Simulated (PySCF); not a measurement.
formyl cation (CHO), SMILES [O+]#C, charge +1. Geometry: r2SCAN-D4/def2-TZVPD.

TDDFT-PBE/def2-TZVPD (PySCF) puts the lowest singlet excitations at 9.74, 10.09, 10.09, 11.25, 11.25, 13.69 eV.

**Question.** What are the lowest excitation roots from PySCF with ADC(2)/aug-cc-pVDZ? (Estimate from the structure and the level; the computed values follow.)

**Answer.** 10.10, 10.50, 10.50, 11.50, 11.50, 14.41 eV. S1 differs by 0.36 eV (second minus first; roots are paired by order, and the bases may differ).
